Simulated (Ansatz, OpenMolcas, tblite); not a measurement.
SiHCl3 (trichlorosilane): the energy, rung by rung

The species is SiHCl3 (5 atoms), meant as a singlet with charge 0. SMILES: `Cl[SiH](Cl)Cl`. Geometry: relaxed at PBE0-D4/def2-TZVP.

```xyz
5

Cl    1.6909   -0.5714    0.8919
Si   -0.0813   -0.0127    0.0754
Cl    0.0177    1.9337   -0.4913
Cl   -0.4760   -1.1705   -1.5442
H    -1.1513   -0.1791    1.0681
```

Quantity: the energy change with the Si2–Cl3 bond stretched from 2.030 to 3.653 Å, in eV. The values are calculated.

| level | kind | program | value (eV) | CPU time (all runs) |
| --- | --- | --- | --- | --- |
| IPEA1-xTB | semi-empirical | tblite | 5.21 | under 2 s |
| HF/def2-SVPD (restricted) | Hartree–Fock | Ansatz | 4.60 | 5.6 s |
| SVWN5/def2-SVPD (restricted) | LDA | Ansatz | 3.83 | 6.9 s |
| BLYP/def2-SVPD (restricted) | GGA | Ansatz | 3.18 | 9.8 s |
| TPSS/def2-SVPD (restricted) | meta-GGA | OpenMolcas | 3.60 | 6.3 min |
| B3LYP/def2-SVPD (restricted) | global hybrid | Ansatz | 3.67 | 14 s |
| CAM-B3LYP/def2-SVPD (restricted) | range-separated hybrid | Ansatz | 4.13 | 15 s |
| RPA@PBE/def2-SVPD (restricted) | RPA | Ansatz | 3.41 | 21 s |
| CCSD/def2-SVPD (restricted) | coupled cluster or CI | Ansatz | 4.10 | 36 s |

The first shape isn't each level's own minimum. The values span 3.18 to 5.21 eV. CPU times are rough (shared hosts, several kinds of processor): they show what a rung costs within a factor of a few.
